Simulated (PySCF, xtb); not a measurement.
H₄OSiZn, SMILES [SiH3][O][ZnH].

GFN2-xTB (xtb) at its own geometry gives an orbital gap of 4.90 eV and a dipole moment of 1.77 D.

Geometry: B3LYP-D3(BJ)/def2-SVP.

Problem. What does M06-2X/def2-TZVPD (PySCF) give? (An estimate is asked for; the answer gives what the named calculation found.)

Solution. gap 9.24 eV (levels -9.60 and -0.36 eV), dipole 1.61 D.
